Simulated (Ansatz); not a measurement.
Total energies of Si₃Te (the lowest singlet isomer of a short search) from Ansatz at r2SCAN-D4/def2-TZVP, gas phase (1 Eh = 27.2114 eV = 2625.5 kJ/mol). The reference geometry is relaxed at PBE-D4/def2-SVP.

```xyz
4

Si   -1.2613   -1.3036   -0.8640
Si    0.4267   -0.9455    0.6356
Si   -0.5176    0.8520   -0.6977
Te    1.3521    1.3971    0.9261
```

```tsv
state	geometry	energy (Eh)
charge 0 singlet	reference	-1136.53992
charge 1 doublet	reference	-1136.25710
charge 0 triplet	relaxed at PBE-D4/def2-SVP	-1136.51913
charge 0 quintet	relaxed at PBE-D4/def2-SVP	-1136.47315
free Si atom (triplet)	–	-289.34121
free Te atom (triplet)	–	-268.08831
```

In the def2 sets Te takes a core potential; there is no spin–orbit coupling.

Task: Work out the vertical ionisation energy to the doublet.

Result: E(charge 1 doublet) − E(charge 0 singlet) = -1136.25710 − (-1136.53992) = 0.28282 Eh = 7.70 eV. For comparison, −ε of the highest occupied level is 5.42 eV at this level, 2.28 eV less.

Task: Which of the charge 0 states is lowest, and how far above it are the others?

Result: The singlet. triplet: -1136.51913 − (-1136.53992) = 0.02079 Eh = 54.6 kJ/mol; quintet: -1136.47315 − (-1136.53992) = 0.06677 Eh = 175.3 kJ/mol. The quintet differs in its bonds from the reference.

Task: What is the binding energy per atom against free atoms?

Result: Atoms: 3 × (-289.34121) + 1 × (-268.08831) = -1136.11194 Eh. Binding: -1136.11194 − (-1136.53992) = 0.42798 Eh = 11.65 eV, or 2.91 eV for each of 4 atoms (no zero-point energy, no counterpoise term).

The structure comes from a short search, and lower isomers may exist.
